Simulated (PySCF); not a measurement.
A structure optimised at r2SCAN-D4/def2-TZVP, used in a PySCF frequency run:

```xyz
2

Cd     0.0000     0.0000    -1.3404
I      0.0000     0.0000     1.2139
```
Charge +1, spin multiplicity 1.

### Question
Write its SMILES, formula and point group.

### Answer
[Cd+][I], CdI, C∞v

### Question
What are its rotational constants (standard atomic weights)?

### Answer
1.2994 GHz (linear rotor, B only)
